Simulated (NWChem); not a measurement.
Molecule: CaO; SMILES [O]=[Ca]

Results from NWChem. Pople sets run with spherical d functions. Each level has its own optimisation; frequencies are unscaled.

Question: Taking Hartree-Fock/6-311++G** as the yardstick, which of these has the fewest basis functions while keeping “r Ca–O (Å)” within 0.01 Å of it: Hartree-Fock/6-311G**; Hartree-Fock/STO-3G; Hartree-Fock/6-31G*; Hartree-Fock/3-21G; Hartree-Fock/6-31+G*?

Answer: none of them.
```csv
level,basis functions,r Ca–O (Å)
Hartree-Fock/STO-3G,18,2.753
Hartree-Fock/3-21G,26,2.280
Hartree-Fock/6-31G*,36,2.038
Hartree-Fock/6-31+G*,44,2.036
Hartree-Fock/6-311G**,57,1.828
Hartree-Fock/6-311++G**,65,1.849
```

The yardstick is one finite set, not the basis-set limit.
